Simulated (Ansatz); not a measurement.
A nudged elastic band was laid between two geometries of ClHOZn + H2 (6 atoms, charge 0, multiplicity 1).

These are results of RKS PBE-D4/def2-SVP (Ansatz 0.2.0), not measurements.

```
movable images  : 7
climbing image  : yes
spring          : 5.0 eV/Å²
optimiser       : quadratic models (default)
start path      : through a guess of the saddle point
force threshold : 0.05 eV/Å
iteration limit : 60
end points      : relaxed
```

Image 0:

```xyz
6
Properties=species:S:1:pos:R:3
Zn -0.249 -0.065 0.217
O -0.389 -0.088 1.997
H -1.259 -0.392 2.315
Cl -0.015 -0.008 -1.881
H 2.166 0.602 0.575
H 1.871 0.502 1.282
```

Image 8:

```xyz
6
Properties=species:S:1:pos:R:3
Zn 0.952 0.519 -0.098
O -0.001 0.142 1.830
H -0.741 -0.337 1.378
Cl -0.835 -0.444 -0.939
H 2.342 1.180 -0.097
H 0.409 -0.509 2.431
```

Which bonds break or form, and what moves?

Bonds broken: H5–H6. Bonds formed: Zn1–H5, O2–H6. ClHOZn + H2 becomes ClH3OZn.

What energy profile does the band end with?

It converged. The highest image is number 3 of 0 to 8, 14.5 kcal/mol above the first end and 28.3 kcal/mol above the last; the last end lies 13.8 kcal/mol below the first. A vibrational analysis at the climbing image gives one clearly imaginary mode, 1011i cm⁻¹: a first-order saddle point. The orbitals stay closed-shell, which can raise the energy where a bond breaks towards radicals; this wasn't checked here.

| image | path coordinate (Å) | energy (kcal/mol) | H5–H6 (Å) | Zn1–H5 (Å) | O2–H6 (Å) |
| --- | --- | --- | --- | --- | --- |
| 0 | 0.00 | 0.0 | 0.77 | 2.53 | 2.44 |
| 1 | 0.77 | 0.2 | 0.77 | 3.12 | 2.64 |
| 2 | 1.54 | 1.8 | 0.78 | 2.54 | 2.00 |
| 3 | 2.31 | 14.5 | 1.00 | 1.89 | 1.33 |
| 4 | 2.92 | -2.7 | 1.60 | 1.61 | 1.01 |
| 5 | 3.53 | -8.1 | 2.24 | 1.56 | 0.98 |
| 6 | 4.15 | -10.6 | 2.79 | 1.55 | 0.98 |
| 7 | 4.76 | -12.6 | 3.26 | 1.54 | 0.98 |
| 8 | 5.37 | -13.8 | 3.60 | 1.54 | 0.98 |

What is the geometry of the highest image?


```xyz
6
Properties=species:S:1:pos:R:3
Zn 0.271 0.165 -0.062
O -0.205 0.280 1.819
H -0.622 -0.474 2.282
Cl -0.279 -0.123 -2.090
H 1.853 0.407 0.950
H 1.108 0.296 1.605
```

What are the harmonic wavenumbers there?

1011i, 122, 142, 359, 397, 570, 712, 728, 1245, 1596, 1847, 3682 cm⁻¹.

The band took 14 iterations and of the order of 110 core-seconds.

Run time: 110 s on 1 thread of Intel(R) Xeon(R) 6975P-C (Granite Rapids) (shared host), peak memory 0.15 GiB.
